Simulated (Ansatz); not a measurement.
Isolated molecules relaxed with PBE0-D4/def2-TZVP in Ansatz; ΔE leaves out vibrations. CCSD(T)/CBS is the MP2 limit (def2-TZVPP, def2-QZVPP) plus CCSD(T) − MP2 in def2-TZVPP, frozen cores. This one scheme is used for every species. def2 core potentials past Kr. For In outer-core shells are correlated without core-valence functions, which leaves a few kJ/mol of doubt a bond. Each species was taken in one conformer, which may not be the lowest.

`C[NH][InH][Cl]` + H₂ → `[Cl][InH2]` + CH₃NH₂  (hydrogenolysis of the In–N bond)

```csv
species,MP2/def2-SVP energy (Eh)
`C[NH][InH][Cl]`,-744.29241
H₂,-1.15525
`[Cl][InH2]`,-649.97727
CH₃NH₂,-95.47002
```

Work out ΔE.

ΔE = (-649.97727) + (-95.47002) − (-744.29241) − (-1.15525) = 0.00037 Eh = +1.0 kJ/mol. CCSD(T)/CBS gives +4.6 kJ/mol.

What do rigid-rotor, harmonic-oscillator terms from PBE0-D4/def2-TZVP frequencies (298.15 K, 1 bar) make of the CCSD(T)/CBS value? (Best estimate.)

Computed: ΔZPE = +16.3 kJ/mol, ΔH = +15.5 kJ/mol, ΔS = 29 J/(mol·K), ΔG = +6.9 kJ/mol.

Largest T1 diagnostic among the species: 0.015.

Leaving LDA and LC-ωPBE aside and taking each functional with its dispersion term where it has one, the values, not all of them listed here, spread over 19.9 kJ/mol, from B97M-V to BLYP-D4. LDA lies +6.7 kJ/mol from PBE without D4. In def2-TZVPP, CCSD(T) changes the Hartree–Fock value by +33.5 kJ/mol (the triples alone add +7.1 kJ/mol) and MP2 by +44.3 kJ/mol.
